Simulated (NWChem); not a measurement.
C₂H₆GeO, singlet; SMILES C[O][Ge][CH3]

```xyz
10

Ge     0.4490    -0.6796     0.0002
C     -1.5739    -0.8639     0.0032
H     -1.8289    -1.9297    -0.0008
H     -2.0288    -0.3975    -0.8802
H     -2.0229    -0.4061     0.8943
O      0.6444     1.1198    -0.0023
C     -0.3377     2.1397    -0.0030
H     -1.3631     1.7507     0.0094
H     -0.1957     2.7785     0.8783
H     -0.2116     2.7630    -0.8978
```
Atoms are numbered in this order, from 1.

Level: B3LYP/6-31G* (spherical d) (NWChem), optimised geometry, unscaled harmonic frequencies. Low-valent species are run as closed-shell singlets; no triplet was tried in these runs. B3LYP is NWChem's, with the RPA form of VWN correlation.

### Question
List the harmonic frequencies with IR intensities, and the thermochemistry.

### Answer
| frequency (cm⁻¹) | IR intensity (km/mol) |
|---|---|
| 49 | 0.2 |
| 126 | 0.3 |
| 166 | 10.0 |
| 207 | 1.4 |
| 296 | 5.7 |
| 506 | 44.0 |
| 570 | 64.5 |
| 596 | 0.0 |
| 740 | 17.9 |
| 1092 | 190.8 |
| 1181 | 2.3 |
| 1200 | 2.5 |
| 1265 | 12.8 |
| 1478 | 1.3 |
| 1488 | 8.9 |
| 1502 | 27.5 |
| 1527 | 0.0 |
| 1530 | 6.9 |
| 3025 | 66.7 |
| 3029 | 17.1 |
| 3085 | 39.9 |
| 3098 | 40.4 |
| 3105 | 16.4 |
| 3121 | 15.6 |

zero-point energy: 48.6 kcal/mol
thermal correction to the enthalpy at 298.15 K (with zero-point energy): 53.4 kcal/mol
heat capacity Cv: 20.6 cal/(mol K)
entropy at 298.15 K and 1 atm (symmetry number 1): 82.2 cal/(mol K)
dipole moment: 1.89 D

Rigid rotor and harmonic oscillator; modes under 100 cm⁻¹ make the entropy uncertain.
